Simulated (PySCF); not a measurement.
How the method changes the constants of MnS

State: ⁶Σ⁺ (sextet), unpaired electrons σ ↑, π ↑↑, δ ↑↑. Set-up: PySCF, no relativity, basis sets Mn def2-TZVPP, S def2-TZVPP. De refers to Mn (3d5 4s2) + S in their high-spin ground configurations, without counterpoise correction. The functionals are run spin-unrestricted. A positive dipole means Mn(−)S(+).

```
       Level  Re (Å)  ωe (cm⁻¹)  De (eV)  μ (D)  CPU s a point (SCF and correlation, without the integrals)
        ROHF   2.180        463      n/a  -9.49                                                         2.3
    ROHF-MP2   2.091        465      n/a    n/a                                                         4.5
ROHF-SCS-MP2   2.111        455      n/a    n/a                                                         n/a
   ROHF-CCSD   2.087        478     2.30    n/a                                                         n/a
ROHF-CCSD(T)   2.082        480     2.62    n/a                                                         320
         PBE   2.040        513     4.19  -4.95                                                         2.6
        TPSS   2.042        515     4.10  -5.21                                                         6.9
      r²SCAN   2.042        517     3.87  -5.43                                                         3.7
       B3LYP   2.064        498     3.11  -5.79                                                         4.9
        PBE0   2.058        504     3.30  -6.10                                                         5.4
     r²SCAN0   2.067        491     3.13  -6.21                                                         5.5
       HSE06   2.059        504     3.30  -5.98                                                           5
      B2PLYP   2.052        520     2.85  -6.48                                                         5.2
```

(1) Which functional lies closest to ROHF-CCSD(T) in De, which farthest, and by how much do they differ from it?

(2) What does a quarter of exact exchange do here, going from PBE to PBE0?

(3) What does the step from GGA to meta-GGA do here, going from PBE to r²SCAN?

Correlated steps freeze 10 core orbitals. The metal atom is held in its measured ground configuration; semilocal functionals can put another filling of s and d lower by some tenths of an eV, and De to that atom would be smaller. B2PLYP dipoles, levels and charges come from its SCF part alone. The CCSD T1 diagnostic is raised, a sign that a single reference may not be enough here. UHF is strongly spin-contaminated for MnS, so the ROHF reference used there is far from stable. With d or f electrons several states lie close, and the lowest PBE0 determinant need not be the measured ground state.

The whole job (state search and all levels along the bond) took about 31 min on 2 threads of Arm Neoverse V1 (shared host), peak memory 5.4 GiB.

## Answers

(1) Closest is B2PLYP (-3.0 pm in Re, +8.3 % in ωe, +0.23 eV in De against ROHF-CCSD(T) in the same basis), farthest PBE (-4.2 pm in Re, +6.9 % in ωe, +1.57 eV in De). CCSD(T) converges more slowly with the basis than the functionals do and binds too weakly in this one, so the order can change at the basis-set limit.

(2) PBE0 less PBE: +1.8 pm in Re, -1.8 % in ωe, -0.89 eV in De. Exact exchange removes part of the self-interaction that spreads semilocal densities, and in most molecules shortens and stiffens the bond and lowers De; here Re and ωe go the other way.

(3) r²SCAN less PBE: +0.2 pm in Re, +0.8 % in ωe, -0.32 eV in De.
